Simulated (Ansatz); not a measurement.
A run for Ansatz (a quantum-chemistry and plane-wave program): U-wB97X-V/cc-pV(T+d)Z on FHOSi (SMILES O[Si]F), a point of a bond scan (R = 1.690 Å). Files ending in .json are basis or fitting sets from the Basis Set Exchange.

Ansatz 0.2 input:
```yaml
crystal:
  periodic: [false, false, false]
  atoms:
    - {symbol: Si, position_ang: [0.00937425, 0.00603277, 0.61022733]}
    - {symbol: F, position_ang: [-0.73513023, 1.02562647, -0.41739903]}
    - {symbol: O, position_ang: [0.73079075, -1.04612827, -0.42560613]}
    - {symbol: H, position_ang: [0.56946842, -0.87102771, -2.09884448]}
basis:
  gaussian:
    orbitals: cc-pV_T+d_Z.json
hamiltonian:
  xc: {name: wB97X-V}
magnetization: {spin_polarized: true, initial_magnetization: 0}
```

Task: Give the final energy of this run.

Result: -465.0785 hartree.

Task: How many basis functions does it have, and what does it roughly cost on one machine?

Result: 113 functions; roughly 15 core-seconds.
